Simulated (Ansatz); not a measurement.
GeH₈OSi₂ (`[OH][GeH]([SiH3])[SiH3]`). Total charge 0; spin multiplicity 1.

Cartesian coordinates in Å:
```
O 0.653 -1.849 -0.905
Ge -0.103 -0.685 0.240
Si 1.735 0.546 1.123
Si -1.697 0.660 -0.933
H 0.015 -2.469 -1.265
H -0.825 -1.487 1.354
H 1.213 1.542 2.097
H 2.429 1.265 0.023
H 2.692 -0.357 1.812
H -2.688 -0.210 -1.623
H -1.008 1.500 -1.947
H -2.416 1.544 0.023
```

What are the harmonic wavenumbers in cm⁻¹ at PBE0-D4/def2-TZVP (Ansatz, finite differences of forces, unscaled)? (Best estimate.)

Computed: 78, 78, 85, 128, 144, 175, 328, 367, 426, 487, 510, 536, 669, 674, 727, 853, 882, 927, 933, 936, 939, 942, 2084, 2211, 2219, 2224, 2232, 2234, 2240, 3891.

Is this a minimum?

Yes, all 30 modes are real.

Give the ideal-gas thermochemistry at 298.15 K and 1 bar (rigid rotor, harmonic oscillator; point group C1, symmetry number 1).

Zero-point energy 186.4 kJ/mol; H(298) − E = 213.7 kJ/mol; entropy 401.1 J/(mol·K), of which translation 171.6, rotation 117.6, vibration 111.9; G(298) − E = 94.1 kJ/mol. Modes under 100 cm⁻¹ are hindered rotations or soft bends, so the harmonic entropy is rough.

And at 400, 500, 600, 800 and 1000 K?


```json
{"T (K)": "400", "H − E (kJ/mol)": "229.3", "S (J/mol/K)": "446.1", "G − E (kJ/mol)": "50.9"}
{"T (K)": "500", "H − E (kJ/mol)": "246.7", "S (J/mol/K)": "484.8", "G − E (kJ/mol)": "4.3"}
{"T (K)": "600", "H − E (kJ/mol)": "265.6", "S (J/mol/K)": "519.3", "G − E (kJ/mol)": "-45.9"}
{"T (K)": "800", "H − E (kJ/mol)": "307.1", "S (J/mol/K)": "578.7", "G − E (kJ/mol)": "-155.9"}
{"T (K)": "1000", "H − E (kJ/mol)": "352.1", "S (J/mol/K)": "628.9", "G − E (kJ/mol)": "-276.8"}
```
